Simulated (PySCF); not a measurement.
**Polarisability and C₆ of Os³⁶⁺ (osmium, charge +36)**

[Kr] 4d4, high-spin 5D determinant. Calculation: PySCF 2.14, in an even-tempered Gaussian basis (18 s from 3.5 bohr⁻², ratio 2.5; 12 p from 4.6 bohr⁻², ratio 2.5; 9 d from 4.6 bohr⁻², ratio 2.5; 4 f from 20 bohr⁻², ratio 2.7; 3 g from 30 bohr⁻², ratio 2.7); no relativity, point nucleus. Coupled (time-dependent) response in atomic units; α is the mean over directions.

```tsv
method	mean α (bohr³)	α xx, yy, zz	C₆ (like pair)	S(−4)
UHF	0.04570	0.04730, 0.04730, 0.04250	0.01572	0.0007587
```

S(−4) is the Cauchy moment in α(ω) = α(0) + S(−4) ω² + …

Spin-orbit coupling is absent.

α(iu) at UHF:

```tsv
u (hartree)	α(iu) (bohr³)
0	0.04570
1.00	0.04496
2.00	0.04291
4.00	0.03670
6.00	0.03028
8.00	0.02500
10.0	0.02096
15.0	0.01457
20.0	0.01105
30.0	0.007382
50.0	0.004359
```

A single London oscillator, α(iu) = α/(1 + u²/ω²), gives C₆ = (3/4) ω α². Matching the computed C₆ needs ω = 4 × 0.01572 / (3 × 0.04570²) = 10.0 hartree.

For an ion, C₆ is the dispersion term alone; charge-induced terms of lower order in 1/R come first.

The components differ because the open shell of this determinant is not spherical; for a pure term their mean is the scalar polarisability.

A non-relativistic calculation at this Z misses sizeable relativistic shifts. Spin-orbit coupling is strong in this species (close to jj coupling), so the high-spin LS determinant is a model state, not a physical level.
